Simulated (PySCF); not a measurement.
## Nuclear repulsion and electron count by hand

System: Cl$_{4}$Te, charge +1, doublet, at a GFN2-xTB geometry (a state made from the parent by changing its charge; the spin is typed, not shown lowest) (all electrons, no relativity). Level: PySCF with B3LYP/STO-3G. Sums are taken with unrounded values, so a last digit can differ.

Coordinates (Å):

```
atom         x         y         z
----  --------  --------  --------
Te1   -0.00572   0.01237   0.26693
Cl2    1.11337  -1.43496  -1.08899
Cl3    1.85280   1.50726   0.73993
Cl4   -1.06294   1.32597  -1.26356
Cl5   -1.88573  -1.43609   0.79613
```

Question: Work out the nuclear repulsion energy and the numbers of alpha and beta electrons.

Answer: In atomic units each pair adds Z_i Z_j / r_ij, with r in bohr (1 bohr = 0.529177 Å).
| pair | r (Å) | r (bohr) | Z_i Z_j | term (Eh) |
|---|---|---|---|---|
| Te1-Cl2 | 2.2772 | 4.3033 | 884 | 205.4242 |
| Te1-Cl3 | 2.4316 | 4.5950 | 884 | 192.3833 |
| Te1-Cl4 | 2.2772 | 4.3033 | 884 | 205.4242 |
| Te1-Cl5 | 2.4316 | 4.5950 | 884 | 192.3833 |
| Cl2-Cl3 | 3.5424 | 6.6941 | 289 | 43.1724 |
| Cl2-Cl4 | 3.5199 | 6.6516 | 289 | 43.4482 |
| Cl2-Cl5 | 3.5424 | 6.6941 | 289 | 43.1724 |
| Cl3-Cl4 | 3.5424 | 6.6941 | 289 | 43.1724 |
| Cl3-Cl5 | 4.7585 | 8.9922 | 289 | 32.1389 |
| Cl4-Cl5 | 3.5424 | 6.6941 | 289 | 43.1724 |
The sum is 1043.8919 Eh; PySCF gives 1043.8919 Eh. The atomic numbers add up to 120, so at charge +1 there are 119 electrons; multiplicity 2 means 1 unpaired, so 60 alpha and 59 beta.
